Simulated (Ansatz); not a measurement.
`O[Si](O)(O)[O][AlH][F]` + H₂ → `O[Si](O)(O)[O][AlH2]` + H–F  (hydrogenolysis of the Al–F bond)

Computed with Ansatz on PBE0-D4/def2-TZVP structures; ΔE is electronic, products minus reactants. CBS: MP2 limit from def2 TZ/QZ plus the TZ coupled-cluster correction, frozen cores. This one scheme is used for every species. DFT in def2-TZVPP. Each species was taken in one conformer, which may not be the lowest.

`O[Si](O)(O)[O][AlH][F]`:

Z-matrix (Å, degrees):
```
Si
O 1 1.630
O 1 1.628 2 103.2
O 1 1.638 2 112.0 3 121.9
O 1 1.617 2 113.2 3 -120.4
H 2 0.958 1 116.8 3 -169.2
H 3 0.957 1 116.8 2 -162.8
H 4 0.958 1 116.5 2 -63.3
Al 5 1.674 1 152.3 2 -45.4
F 9 1.646 5 118.4 1 6.8
H 9 1.562 5 121.9 1 -173.7
```

H₂:

```xyz
2

H    -0.103    0.022   -0.358
H     0.103   -0.022    0.358
```

`O[Si](O)(O)[O][AlH2]`:

Z-matrix (Å, degrees):
```
Si
O 1 1.633
O 1 1.637 2 113.9
O 1 1.632 2 108.0 3 -116.6
O 1 1.610 2 105.4 3 120.7
H 2 0.958 1 116.4 3 70.1
H 3 0.958 1 116.9 2 78.8
H 4 0.958 1 116.1 2 150.0
Al 5 1.690 1 152.3 2 49.4
H 9 1.579 5 119.5 1 24.9
H 9 1.579 5 116.4 1 -156.6
```

H–F:

Cartesian coordinates in Å:
```
F 0.189 0.226 0.354
H -0.189 -0.226 -0.354
```

```csv
species,r2SCAN0 energy (Eh)
`O[Si](O)(O)[O][AlH][F]`,-935.33485
H₂,-1.17054
`O[Si](O)(O)[O][AlH2]`,-836.00622
H–F,-100.43389
```

Q: Work out ΔE.

A: ΔE = (-836.00622) + (-100.43389) − (-935.33485) − (-1.17054) = 0.06528 Eh = +171.4 kJ/mol. CCSD(T)/CBS gives +169.6 kJ/mol.

Q: What do rigid-rotor, harmonic-oscillator terms from PBE0-D4/def2-TZVP frequencies (298.15 K, 1 bar) make of the CCSD(T)/CBS value? (An estimate is asked.)

A: Ansatz gave: ΔZPE = +8.2 kJ/mol, ΔH = +176.2 kJ/mol, ΔS = 20 J/(mol·K), ΔG = +170.1 kJ/mol. Modes under 50 cm⁻¹ make the entropy rough.

Largest T1 diagnostic among the species: 0.012.

From r2SCAN to r2SCAN0 (25 % exact exchange), in def2-TZVPP and without D4, ΔE moves by −5.6 kJ/mol. In def2-TZVPP, CCSD(T) changes the Hartree–Fock value by +5.7 kJ/mol (the triples alone add +1.8 kJ/mol) and MP2 by +12.3 kJ/mol. Leaving LDA and LC-ωPBE aside and taking each functional with its dispersion term where it has one, the values, not all of them listed here, spread over 16.3 kJ/mol, from HSE06-D4 to r2SCAN-D4.
